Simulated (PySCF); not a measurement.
Compound: C7H7BN2.
Geometry (PBE0-D3(BJ)/def2-SVP, Å), atoms numbered from 1 in this order:
```
atom  x, y, z in Å
C1    -1.3340   -1.3393   -0.0128
B2    -1.1176    0.1584    0.3705
C3    -2.2819    1.1973    0.4410
C4     0.3529    0.7033    0.6776
C5     1.3783   -0.1235    0.6404
C6     2.3576   -0.9981    0.6028
C7     3.0831   -1.2972   -0.5893
N8     3.6807   -1.5615   -1.5465
C9     0.5611    2.0884    0.9850
N10    0.6657    3.2162    1.2319
H11   -2.1882   -1.7604    0.5426
H12   -0.4649   -2.0025    0.0943
H13   -1.6463   -1.3598   -1.0741
H14   -3.2731    0.7825    0.2135
H15   -2.3107    1.6601    1.4440
H16   -2.0795    2.0399   -0.2442
H17    2.6448   -1.5291    1.5200
```

Level of theory: PBE0-D3(BJ)/def2-SVP geometry optimisation, gas phase in PySCF 2.14.0.

Masses are those of the commonest isotopes; rigid-rotor values at the optimised geometry. 

(1) What are A, B and C (MHz)?

(2) What kind of rotor is it?

(3) Is it planar, by Δ = Ic − Ia − Ib?

(4) Give the other two planar moments, Paa and Pbb, and the rms extents of the mass along the axes.

(5) Where do the levels up to J = 5 lie, in cm⁻¹?

(6) Predict some low-J microwave lines.

(7) Estimate the classical rotational partition function at 25 K, 50 K and 200 K.

## Answers

(1) Ia = 277.72, Ib = 640.72, Ic = 852.90 u·Å²; 505379 MHz·u·Å²/I gives A = 1820, B = 788.8, C = 592.5 MHz.

(2) An asymmetric top: κ = (2 × 788.8 − 1820 − 592.5)/(1820 − 592.5) = -0.68.

(3) Not planar: Δ = Ic − Ia − Ib = -65.53 u·Å². For a rigid frame Δ = −2 Σ m c², so Σ m c² = 32.77 u·Å² lies off the ab plane: 7.54 from hydrogen and 25.23 from heavier atoms. The atom farthest from that plane is 1.92 Å away.

(4) Paa = Σ m a² = (Ib + Ic − Ia)/2 = 607.95 and Pbb = Σ m b² = (Ia + Ic − Ib)/2 = 244.95 u·Å². With the mass M = 130.07 u, the rms extents √(P/M) along a, b and c are 2.16, 1.37, 0.50 Å.

(5) Above 0(0,0):
J = 1: 1(0,1) 0.0461, 1(1,1) 0.0805, 1(1,0) 0.0870
J = 2: 2(0,2) 0.1374, 2(1,2) 0.1661, 2(1,1) 0.1857, 2(2,1) 0.2889, 2(2,0) 0.2897
J = 3: 3(0,3) 0.2723, 3(1,3) 0.2940, 3(1,2) 0.3332, 3(2,2) 0.4271, 3(2,1) 0.4313, 3(3,1) 0.6159, 3(3,0) 0.6160
J = 4: 4(0,4) 0.4489, 4(1,4) 0.4637, 4(1,3) 0.5287, 4(2,3) 0.6107, 4(2,2) 0.6226, 4(3,2) 0.8017, 4(3,1) 0.8022, 4(4,1) 1.0640, 4(4,0) 1.0640
J = 5: 5(0,5) 0.6654, 5(1,5) 0.6746, 5(1,4) 0.7709, 5(2,4) 0.8392, 5(2,3) 0.8650, 5(3,3) 1.0344, 5(3,2) 1.0363, 5(4,2) 1.2963, 5(4,1) 1.2963, 5(5,1) 1.6335, 5(5,0) 1.6335
The levels of one J sum to (2J + 1)J(J + 1)(A + B + C)/3.

(6) The dipole components are |μa| = 1.55 D, |μb| = 3.37 D, |μc| = 2.46 D. Intensities carry the squares of the components, which stand as 0.21 : 1.00 : 0.53 (a : b : c). Some lines, for components of 0.1 D or more:

```json
{"type": "c", "branch": "Q", "J(Ka,Kc)": "4(1,4) ← 4(0,4)", "MHz": "444", "lower level (cm⁻¹)": "0.449"}
{"type": "c", "branch": "Q", "J(Ka,Kc)": "2(1,2) ← 2(0,2)", "MHz": "860", "lower level (cm⁻¹)": "0.137"}
{"type": "b", "branch": "Q", "J(Ka,Kc)": "1(1,0) ← 1(0,1)", "MHz": "1227", "lower level (cm⁻¹)": "0.046"}
{"type": "b", "branch": "Q", "J(Ka,Kc)": "2(1,1) ← 2(0,2)", "MHz": "1449", "lower level (cm⁻¹)": "0.137"}
{"type": "c", "branch": "Q", "J(Ka,Kc)": "3(2,2) ← 3(1,2)", "MHz": "2816", "lower level (cm⁻¹)": "0.333"}
{"type": "b", "branch": "Q", "J(Ka,Kc)": "2(2,0) ← 2(1,1)", "MHz": "3118", "lower level (cm⁻¹)": "0.186"}
{"type": "b", "branch": "R", "J(Ka,Kc)": "3(0,3) ← 2(1,2)", "MHz": "3185", "lower level (cm⁻¹)": "0.166"}
{"type": "c", "branch": "R", "J(Ka,Kc)": "2(1,1) ← 1(0,1)", "MHz": "4186", "lower level (cm⁻¹)": "0.046"}
{"type": "a", "branch": "R", "J(Ka,Kc)": "3(1,2) ← 2(1,1)", "MHz": "4421", "lower level (cm⁻¹)": "0.186"}
{"type": "c", "branch": "Q", "J(Ka,Kc)": "4(3,2) ← 4(2,2)", "MHz": "5369", "lower level (cm⁻¹)": "0.623"}
{"type": "a", "branch": "R", "J(Ka,Kc)": "4(3,2) ← 3(3,1)", "MHz": "5570", "lower level (cm⁻¹)": "0.616"}
{"type": "b", "branch": "Q", "J(Ka,Kc)": "3(3,1) ← 3(2,2)", "MHz": "5661", "lower level (cm⁻¹)": "0.427"}
{"type": "b", "branch": "R", "J(Ka,Kc)": "4(1,4) ← 3(0,3)", "MHz": "5737", "lower level (cm⁻¹)": "0.272"}
{"type": "a", "branch": "R", "J(Ka,Kc)": "4(1,3) ← 3(1,2)", "MHz": "5860", "lower level (cm⁻¹)": "0.333"}
{"type": "b", "branch": "R", "J(Ka,Kc)": "2(2,0) ← 1(1,1)", "MHz": "6274", "lower level (cm⁻¹)": "0.080"}
{"type": "c", "branch": "Q", "J(Ka,Kc)": "4(4,1) ← 4(3,1)", "MHz": "7849", "lower level (cm⁻¹)": "0.802"}
{"type": "b", "branch": "R", "J(Ka,Kc)": "3(2,1) ← 2(1,2)", "MHz": "7950", "lower level (cm⁻¹)": "0.166"}
{"type": "b", "branch": "R", "J(Ka,Kc)": "4(2,3) ← 3(1,2)", "MHz": "8321", "lower level (cm⁻¹)": "0.333"}
{"type": "b", "branch": "R", "J(Ka,Kc)": "4(2,2) ← 3(1,3)", "MHz": "9853", "lower level (cm⁻¹)": "0.294"}
{"type": "b", "branch": "R", "J(Ka,Kc)": "4(3,2) ← 3(2,1)", "MHz": "11107", "lower level (cm⁻¹)": "0.431"}
{"type": "c", "branch": "R", "J(Ka,Kc)": "4(3,1) ← 3(2,1)", "MHz": "11121", "lower level (cm⁻¹)": "0.431"}
{"type": "c", "branch": "R", "J(Ka,Kc)": "4(3,2) ← 3(2,2)", "MHz": "11231", "lower level (cm⁻¹)": "0.427"}
{"type": "c", "branch": "R", "J(Ka,Kc)": "4(4,1) ← 3(3,1)", "MHz": "13434", "lower level (cm⁻¹)": "0.616"}
```

(7) Point group C1, symmetry number σ = 1; q = (√π/σ)·√((kT/h)³/(ABC)), k/h = 20836.6 MHz/K: 22800 at 25 K, 64600 at 50 K, 517000 at 200 K.

Stationary, but not proved a minimum. Zero-point vibration and centrifugal distortion are left out. A rigid rotor knows nothing of internal rotation, which can split or shift real lines. Quadrupole hyperfine structure (11B, 14N) is left out.

Hardware: Arm Neoverse V1, one thread, shared host. Cost: 75 s of wall time, 0.80 GiB resident at most. That covers the optimisation of the geometry.
